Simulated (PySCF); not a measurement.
# Fe(2+) (iron, charge +2): TPSS calculation

Configuration: [Ar] 3d6, high-spin 5D determinant. All numbers are calculated (PySCF 2.14, scalar relativity by spin-free X2C-1e, in Sapporo-DKH3-DZP-2012 (6s4p3d1f, 40 functions)).

* Total energy: -1271.720 hartree
* One-electron energy: -1737.781 hartree
* Hartree (Coulomb) energy: 521.867 hartree
* Exchange-correlation energy: -55.805 hartree
* ⟨S²⟩: 6.0011
* ⟨L²⟩: 6.008
* Sum of ⟨r⟩: 15.30 bohr
* Sum of ⟨r²⟩: 16.43 bohr²
* Traceless quadrupole moment −½Σ⟨3z² − r²⟩ along its main axis: 0.488 e·bohr²
* Langevin diamagnetic susceptibility: -13.0 ×10⁻⁶ cm³/mol
* Time after the integrals: 1.5 s of wall time on 1 thread of Neoverse-V1 (shared host)

```json
{"shell": "1s α", "electrons": "1", "mean orbital energy (hartree)": "-258.21799", "spread (hartree)": "0", "rms radius, mean of both spins (bohr)": "0.0675"}
{"shell": "1s β", "electrons": "1", "mean orbital energy (hartree)": "-258.21727", "spread (hartree)": "0", "rms radius, mean of both spins (bohr)": "0.0675"}
{"shell": "2s α", "electrons": "1", "mean orbital energy (hartree)": "-30.90796", "spread (hartree)": "0", "rms radius, mean of both spins (bohr)": "0.289"}
{"shell": "2s β", "electrons": "1", "mean orbital energy (hartree)": "-30.84450", "spread (hartree)": "0", "rms radius, mean of both spins (bohr)": "0.289"}
{"shell": "2p α", "electrons": "3", "mean orbital energy (hartree)": "-26.39086", "spread (hartree)": "0.03356", "rms radius, mean of both spins (bohr)": "0.261"}
{"shell": "2p β", "electrons": "3", "mean orbital energy (hartree)": "-26.33887", "spread (hartree)": "0.01917", "rms radius, mean of both spins (bohr)": "0.261"}
{"shell": "3s α", "electrons": "1", "mean orbital energy (hartree)": "-4.23109", "spread (hartree)": "0", "rms radius, mean of both spins (bohr)": "0.872"}
{"shell": "3s β", "electrons": "1", "mean orbital energy (hartree)": "-4.05922", "spread (hartree)": "0", "rms radius, mean of both spins (bohr)": "0.872"}
{"shell": "3p α", "electrons": "3", "mean orbital energy (hartree)": "-2.96367", "spread (hartree)": "0.06922", "rms radius, mean of both spins (bohr)": "0.933"}
{"shell": "3p β", "electrons": "3", "mean orbital energy (hartree)": "-2.79250", "spread (hartree)": "0.01909", "rms radius, mean of both spins (bohr)": "0.933"}
{"shell": "3d α", "electrons": "5", "mean orbital energy (hartree)": "-0.99626", "spread (hartree)": "0.07533", "rms radius, mean of both spins (bohr)": "1.23"}
{"shell": "3d β", "electrons": "1", "mean orbital energy (hartree)": "-0.87559", "spread (hartree)": "0", "rms radius, mean of both spins (bohr)": "1.23"}
```

Densities and radii are taken from the X2C orbitals without a picture-change correction, which distorts them close to the nucleus.
